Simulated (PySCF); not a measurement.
## Electronic absorption of SiCl2(SBu)2

Species: SiCl2(SBu)2, C8H18Cl2S2Si.
InChI=1S/C8H18Cl2S2Si/c1-3-5-7-11-13(9,10)12-8-6-4-2/h3-8H2,1-2H3

Computed with PySCF, TDDFT B3LYP/def2-SVPD, vertical, gas phase, core orbitals frozen in the response. The structure is a single PBE0-D3(BJ)/def2-SVP conformer in the gas phase; no vibrational or solvent corrections.

Task: List the vertical singlet excitations with oscillator strengths and describe the spectrum.

Result: 

```tsv
state	E (eV)	λ (nm)	ν̃ (cm⁻¹)	f	main configurations (H = HOMO, L = LUMO)
S1	5.27	235.2	42520	0.0065	H-1→L (90%)
S2	5.40	229.6	43550	0.011	H→L (74%), H→L+1 (19%)
S3	5.78	214.6	46610	0.011	H→L+1 (55%), H→L+2 (22%), H→L (20%)
S4	5.93	208.9	47860	0.0031	H-1→L+1 (70%), H→L+2 (12%)
S5	6.05	204.9	48820	0.041	H→L+2 (58%), H→L+1 (17%), H-1→L+1 (13%)
S6	6.18	200.8	49810	0.026	H-1→L+2 (82%)
S7	6.69	185.4	53930	0.012	H→L+3 (52%), H→L+4 (12%), H-1→L+4 (9%)
S8	6.70	185.0	54060	0.018	H-1→L+4 (39%), H-1→L+3 (34%), H→L+3 (10%)
S9	6.76	183.5	54500	0.032	H-2→L (44%), H→L+4 (13%), H→L+5 (10%)
S10	6.80	182.2	54880	0.0097	H-1→L+3 (44%), H-1→L+4 (25%)
```

Triplets, Tamm–Dancoff:

```csv
state,E (eV),λ (nm),"main configurations (H = HOMO, L = LUMO)"
T1,4.98,248.8,H-1→L (88%)
T2,5.09,243.5,"H→L (62%), H→L+1 (29%)"
T3,5.50,225.4,"H→L+1 (46%), H→L (31%), H→L+2 (13%)"
T4,5.53,224.3,"H-1→L+1 (60%), H-1→L+2 (23%)"
```

The lowest singlet comes at 235 nm (509 kJ/mol) in the ultraviolet; it is weak; its leading configuration is HOMO-1→LUMO (90%). The strongest level in the table is S5 at 6.05 eV (205 nm, f = 0.041). Löwdin shares by element: HOMO sulfur 67% or more, carbon 10% or more, silicon 7% (atoms not listed hold the other 16%); LUMO chlorine 35%, sulfur 24% or more, silicon 18% (atoms not listed hold the other 23%). Of the 10 states listed, 7 reach f = 0.01 and none stays under 0.0005. Weighted by f, the mean energy of these states is 6.27 eV. The oscillator strengths of these states sum to 0.171; summed over the whole spectrum of an exact calculation they would give the number of electrons, 146 (Thomas–Reiche–Kuhn). Only the lowest 10 singlets were computed, as vertical energies without vibronic structure.

On 2 threads, Intel Xeon Platinum 8259CL at 2.50 GHz (x86_64), on a shared host, this took 3.7 min wall, 7.9 min CPU and 3.4 GiB of memory at its peak.
